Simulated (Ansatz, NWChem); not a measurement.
**Heat of formation of KBr (SMILES [K][Br]) from total energies**

The species is KBr (2 atoms), meant as a singlet with charge 0. As SMILES, `[K][Br]`. The coordinates come from a PBE0-D4/def2-TZVP relaxation.

```xyz
2

K     1.2270   -0.4597    0.6134
Br   -1.1975    0.3995   -0.6093
```

Total energies at M06-2X/def2-SVPD (NWChem 7.3.0); the atoms run unrestricted:

```
species    state   energy (Eh)
    KBr  singlet  -3173.818693
      K  doublet   -599.823157
     Br  doublet  -2573.844438
```

Harmonic wavenumbers at PBE0-D4/def2-TZVP, in cm⁻¹: 215.

Measured heats of formation of the gaseous atoms at 298.15 K, in kJ/mol: K 89.0, Br 111.9. Spin-orbit lowering of the atoms at 298 K (mean of the ground term's levels less their thermal mean, from spectra), in kJ/mol: Br 14.69. Take 1 Eh = 2625.50 kJ/mol, 1 cm⁻¹ = 0.0119627 kJ/mol, RT = 2.479 kJ/mol.

What heat of formation follows?


1. Electronic atomisation energy: (-599.823157) + (-2573.844438) − (-3173.818693) = 0.151098 Eh = 396.7 kJ/mol.
2. Zero-point energy: half the sum of the wavenumbers, 107.5 cm⁻¹ = 1.3 kJ/mol.
3. Thermal vibrational enthalpy, Σ hcν̃/(exp(hcν̃/kT) − 1): 1.4 kJ/mol. Translation, rotation and pV of a linear molecule: 3.5 RT = 8.7 kJ/mol.
4. The 2 free atoms carry 5/2 RT each: 12.4 kJ/mol.
5. Spin-orbit coupling lowers the free atoms by 14.69 = 14.7 kJ/mol.
6. Atomisation enthalpy at 298 K: 396.7 − 14.7 − 1.3 − 1.4 − 8.7 + 12.4 = 383.0 kJ/mol.
7. Sum of the atoms' heats of formation: 200.9 kJ/mol. Heat of formation: 200.9 − 383.0 = -182.1 kJ/mol.

No measured value is set beside it here. Relativity is left out. Anharmonicity and any spin-orbit splitting of the molecule are left out.
